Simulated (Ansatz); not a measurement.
The same ligand exchange along the group B, Al, Ga.

Calculated with Ansatz (gas phase, PBE0-D4/def2-TZVP geometries, no zero-point term in ΔE). CBS: MP2 limit from def2 TZ/QZ plus the TZ coupled-cluster correction, frozen cores. This one scheme is used for every species. For Ga outer-core shells are correlated without core-valence functions, which leaves a few kJ/mol of doubt a bond. Scalar relativity is left out up to krypton. One conformer a species, not always the lowest.

```json
{"reaction": "`CB(N)S` + H–F → `NB(F)S` + CH₄", "CCSD/CBS(def2) (eV)": "-1.31", "HF/CBS(def2) (eV)": "-1.59", "MP2/CBS(def2) (eV)": "-1.25"}
{"reaction": "`[CH3][Al]([NH2])[SH]` + H–F → `[NH2][Al]([F])[SH]` + CH₄", "CCSD/CBS(def2) (eV)": "-1.95", "HF/CBS(def2) (eV)": "-2.16", "MP2/CBS(def2) (eV)": "-1.93"}
{"reaction": "`[CH3][Ga]([NH2])[SH]` + H–F → `[NH2][Ga]([F])[SH]` + CH₄", "CCSD/CBS(def2) (eV)": "-0.95", "HF/CBS(def2) (eV)": "-1.28", "MP2/CBS(def2) (eV)": "-0.91"}
```

Problem. Give the CCSD(T)/CBS values in the same order. (Estimate.)

Solution. Computed: -1.29, -1.92, -0.93 eV.

Largest T1 diagnostic: 0.013, for `[NH2][Ga]([F])[SH]`.
